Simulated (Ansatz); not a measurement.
Start from `[SH][In]([SH])[Cl]` and change one element to get `SB(S)Cl`.

Ansatz, PBE0-D4/def2-TZVP geometries, multiplicity 1. Each molecule was computed in one conformer, which needn't be the lowest.

Elements past krypton have def2 core potentials.

```
                                        property  `[SH][In]([SH])[Cl]`
              LUMO energy (PBE0/def2-TZVPP) / eV                 -2.08
             HOMO energy (B3LYP/def2-TZVPP) / eV                 -7.60
             LUMO energy (B3LYP/def2-TZVPP) / eV                 -2.36
           HOMO–LUMO gap (B3LYP/def2-TZVPP) / eV                  5.24
  size of the dipole moment (PBE/def2-TZVPP) / D                  1.65
size of the dipole moment (B3LYP/def2-TZVPP) / D                  1.69
```

What does the change do to each property? (An estimate is asked.)

The calculation gave: 
| property | `SB(S)Cl` | shift |
| --- | --- | --- |
| LUMO energy (PBE0/def2-TZVPP) / eV | -1.00 | 1.08 |
| HOMO energy (B3LYP/def2-TZVPP) / eV | -7.50 | 0.10 |
| LUMO energy (B3LYP/def2-TZVPP) / eV | -1.14 | 1.22 |
| HOMO–LUMO gap (B3LYP/def2-TZVPP) / eV | 6.36 | 1.12 |
| size of the dipole moment (PBE/def2-TZVPP) / D | 1.06 | -0.59 |
| size of the dipole moment (B3LYP/def2-TZVPP) / D | 1.08 | -0.61 |

With PBE0 the HOMO rises by 0.11 eV and the LUMO rises by 1.08 eV, so the gap widens by about 0.97 eV. PBE moves the HOMO by 0.06 eV and ωB97M-V by 0.16 eV. Dipoles are sizes alone; their direction can turn.

B3LYP here is the variant with VWN-RPA as its local correlation; programs differ in this.
